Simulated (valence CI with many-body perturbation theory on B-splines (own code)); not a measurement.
# Hg67+: what each term of the Hamiltonian does

Calculated by relativistic CI+MBPT: three valence electrons over a frozen Dirac-Fock core [Ne], a basis of 11 s, 11 p, 9 d, 7 f, 5 g, 2 h, 1 i functions for each j, with the one-electron correlation potential Σ1, the two-electron term Σ2, the three-electron term Σ3, Breit, model QED; selected CI, second order for the rest (own B-spline code, finite nucleus).

The last digits are not significant, and no measured levels were compared; by estimate large intervals hold to a few tenths of a per cent, small ones and those within an open d or f shell to about a per cent.

Each rung adds one term. CI alone is the Dirac-Coulomb CI over the frozen core; QED comes last and gives the full result, which names the levels. Energies are above (3s^2 3p1/2) J=1/2 on the same rung, in eV.

Levels are named by their leading jj configuration (3d3/2^4 stands for four electrons in 3d with j = 3/2), which in mixed levels can hold well under half, so a name can repeat and another be missing. Letters in brackets count levels of one name in rising energy.

```csv
Level,CI alone
(3s 3p1/2^2) J=1/2,191.5
(3s^2 3p3/2) J=3/2,534.2
(3s 3p1/2 3p3/2) J=3/2 [a],691.2
(3s 3p1/2 3p3/2) J=5/2,712.8
(3s 3p1/2 3p3/2) J=3/2 [b],734.8
(3s 3p1/2 3p3/2) J=1/2,746.3
(3s^2 3d3/2) J=3/2,796.9
(3s^2 3d5/2) J=5/2,906.3
(3s 3p1/2 3d3/2) J=3/2 [a],920.3
(3s 3p1/2 3d3/2) J=3/2 [b],935.1
(3s 3p1/2 3d3/2) J=5/2,948.0
(3s 3p1/2 3d3/2) J=1/2,977.0
(3s 3p1/2 3d3/2) J=3/2 [c],986.4
(3s 3p1/2 3d5/2) J=5/2 [a],1067.4
(3s 3p1/2 3d5/2) J=7/2,1085.2
(3s 3p1/2 3d5/2) J=5/2 [b],1095.7
```

Q: What do these energies become with core correlation, Breit and QED?

A: (3s 3p1/2^2) J=1/2 190.6 (-0.84); (3s^2 3p3/2) J=3/2 528.8 (-5.39); (3s 3p1/2 3p3/2) J=3/2 [a] 685.2 (-6.01); (3s 3p1/2 3p3/2) J=5/2 705.6 (-7.19); (3s 3p1/2 3p3/2) J=3/2 [b] 727.7 (-7.06); (3s 3p1/2 3p3/2) J=1/2 739.6 (-6.73); (3s^2 3d3/2) J=3/2 788.3 (-8.64); (3s^2 3d5/2) J=5/2 895.3 (-11.07); (3s 3p1/2 3d3/2) J=3/2 [a] 912.1 (-8.17); (3s 3p1/2 3d3/2) J=3/2 [b] 926.4 (-8.71); (3s 3p1/2 3d3/2) J=5/2 938.0 (-9.97); (3s 3p1/2 3d3/2) J=1/2 967.7 (-9.24); (3s 3p1/2 3d3/2) J=3/2 [c] 976.8 (-9.59); (3s 3p1/2 3d5/2) J=5/2 [a] 1055.8 (-11.64); (3s 3p1/2 3d5/2) J=7/2 1072.2 (-12.99); (3s 3p1/2 3d5/2) J=5/2 [b] 1083.3 (-12.39).

Q: How does the ionisation energy move along the ladder, and which term matters most?

A: CI alone 8175.0, + Σ1 8176.3, + Σ2 8176.3, + Σ3 8176.2, + Breit 8162.9, + QED 8162.4 eV. The largest step is Breit, -13.3 eV. NIST lists 8160 ± 40 eV (theoretical).
